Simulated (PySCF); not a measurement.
Structure problem from calculated spectra and properties.

Formula: C7H7ClO3.

| Property | Result |
| --- | --- |
| Rotational structure | rotational constants A, B, C: 1.269, 0.852, 0.573 GHz [PBE0-D3(BJ)/def2-SVP] |
| 13C NMR | chemical shifts (computed TMS as zero) by class: 166.7 (1 C), 163.4 (1 C), 154.7 (1 C), 144.1 (1 C), 29.8 (1 C), 21.2 (2 C) ppm [GIAO PBE0/pcSseg-1] |
| UV, first state | lowest singlet excitation: 4.24 eV (292 nm, f = 0.000) [TDDFT CAM-B3LYP/def2-SVPD] |
| Polarisability | 104.6 au [CAM-B3LYP/def2-SVPD] |
| NMR, other nuclei | isotropic shieldings of nuclei other than C and H, by class: -153 (1 O), -142 (1 O), 28 (1 O), 754 (1 Cl) ppm [GIAO PBE0/pcSseg-1] |
| Dipole | 4.36 D [CAM-B3LYP/def2-SVPD] |
| 1H NMR | chemical shifts (computed TMS as zero) by class: 2.78 (1 H), 1.32 (6 H) ppm [GIAO PBE0/pcSseg-1] |
| Triplet | lowest triplet excitation (Tamm–Dancoff): 3.18 eV [TDA CAM-B3LYP/def2-SVPD] |
| UV, strongest line | among the 10 lowest singlet transitions: S5 at 6.44 eV (193 nm, f = 0.271) [TDDFT CAM-B3LYP/def2-SVPD] |

Gas-phase values; electronic properties from PySCF, density fitting. Levels stand in brackets. NMR shifts are as computed; neighbouring signals can stand in another order in a measured spectrum. The structure is a single PBE0-D3(BJ)/def2-SVP conformer in the gas phase; no vibrational or solvent corrections. NMR values are class means; diastereotopic atoms form classes of their own.

Question: What is the compound? Reason from the data.

Answer: Numbering: `[CH3:1][CH:2]([CH3:3])[C:4]1=[C:5]([Cl:6])[C:7](=[O:8])[O:9][C:10]1=[O:11]`. Its formula, C7H7ClO3, gives 4 degrees of unsaturation: 1 ring and 3 π bonds in the structure found. 7 carbons fall into 6 classes; from least to most shielded: anhydride carbonyl carbon [C10] (166.7 ppm), anhydride carbonyl carbon [C7] (163.4 ppm), fully substituted alkene carbon [C4] (154.7 ppm), vinylic C–Cl carbon [C5] (144.1 ppm), allylic carbon [C2] (29.8 ppm), methyl carbon [C1/C3] (21.2 ppm, 2 C). Hydrogen classes from least to most shielded: 1 H on an allylic carbon, C2 (2.78 ppm), 6 H on 2 methyl carbons, C1/C3 (1.32 ppm, a mean of values up to 0.8 ppm apart in this geometry). The other shieldings belong to: -153 ppm, anhydride carbonyl oxygen [O11]; -142 ppm, anhydride carbonyl oxygen [O8]; 28 ppm, anhydride bridging oxygen [O9]; 754 ppm, vinyl chlorine [Cl6]. S1 is mainly HOMO−1→LUMO (weight 0.93); the largest Löwdin shares of the orbital it empties are 0.37 on an anhydride carbonyl oxygen, 0.25 on an anhydride carbonyl oxygen, 0.09 on the anhydride bridging oxygen and 0.06 on an anhydride carbonyl carbon, of the orbital it fills 0.17 on the vinylic C–Cl carbon, 0.17 on the fully substituted alkene carbon and 0.14 on each of 2 atoms of one kind (anhydride carbonyl oxygen). By its constants the optimised geometry is an asymmetric top. Structure: `CC(C)C1=C(Cl)C(=O)OC1=O`. The assignments are read from this structure; whether some other isomer fits the data as well wasn't checked.

Shape of the structure used: `[CH3:1][CH:2]([CH3:3])[C:4]1=[C:5]([Cl:6])[C:7](=[O:8])[O:9][C:10]1=[O:11]`: C1–C2–C4–C5 120°.
